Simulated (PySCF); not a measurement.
Se(H)(SeH) (H2Se2), SMILES [SeH][SeH]. The structure is a stationary point at PBE0-D3(BJ)/def2-TZVP.

Computed equilibrium geometry at PBE0-D3(BJ)/def2-TZVP (PySCF confirms it by a frequency run) as Cartesian coordinates in Å, and its point group:
point group C2.
```xyz
4

Se    -1.1617    -0.0343     0.0295
H     -1.3584     0.9968    -1.0036
Se     1.1617     0.0343     0.0295
H      1.3584    -0.9968    -1.0036
```
Charge 0, spin multiplicity 1.
